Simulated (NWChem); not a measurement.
Molecule: CH6Sn; SMILES [CH3][SnH3]

Results from NWChem. The geometry was optimised at PBE0/def2-SVP. def2 effective core potentials on Sn; no spin-orbit coupling.

For level Hartree-Fock/def2-SVP (core potentials):

```yaml
highest occupied level (eV): -11.18
orbital gap (eV): 14.61
dipole (D): 0.72
```

Q: What are these values for level Hartree-Fock/STO-3G (all-electron, non-relativistic)?

A: The highest occupied level (eV) is -9.32. The orbital gap (eV) is 21.17 and the dipole (D) is 0.03.
